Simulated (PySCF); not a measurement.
Which determinant of InC⁺ lies lowest?

Unrestricted PBE0; basis In aug-cc-pVDZ-PP with ECP28, C aug-cc-pVDZ; scalar-relativistic core potentials; PySCF 2.14. Outer shells of the fragments: In+ 4d10 5s2; C 2s2 2p2.

Followed along the bond (rough minima from three points):

```csv
2Ms+1,unpaired,⟨S²⟩ at the start,R at minimum (Å),Te (eV)
3,"σ ↑, π ↑",2.01,2.88,0.00
3,π ↑↑,2.07,2.35,0.11
1,"σ ↓, π ↑",1.02,2.82,0.39
1,π ↑↓,1.01,2.37,0.55
```

Solutions found at the starting distance of 2.200 Å, counted from the lowest of them; the search is not exhaustive and high or unbound solutions are not listed, so other states can lie among these:

```csv
2Ms+1,unpaired,term,E (eV),⟨S²⟩,⟨Lz²⟩,μ (D)
3,π ↑↑,³Σ⁻,0.00,2.07,0.00,-0.89
3,"σ ↑, π ↑",³Π,0.43,2.01,1.00,1.20
1,π ↑↓,mixed,0.45,1.01,2.01,-0.93
1,"σ ↓, π ↑",mixed,0.72,1.02,1.00,0.96
1,none,mixed,1.79,0.00,2.00,-0.88
3,"σ ↑↑, π ↑↓",mixed,3.03,3.01,2.01,-1.69
```

A term symbol is given only where ⟨S²⟩ and ⟨Lz²⟩ are close to those of a pure state; real π, δ and φ orbitals otherwise mix terms. A positive dipole points towards C; it is taken about the centre of mass and depends on that origin.

Q: Compare the gap between the two lowest followed solutions at the starting distance with the gap between their minima.

A: At PBE0 the second solution (triplet, unpaired electrons π ↑↑) lies -0.43 eV from the first (triplet, unpaired electrons σ ↑, π ↑) at 2.200 Å and +0.11 eV at the minima; the two curves relax by different amounts, since their minima lie near 2.35 and 2.88 Å.

Spin–orbit coupling is left out. Counting both spins, an empty level lies below a filled one in some of these solutions, because spin and occupation are held.
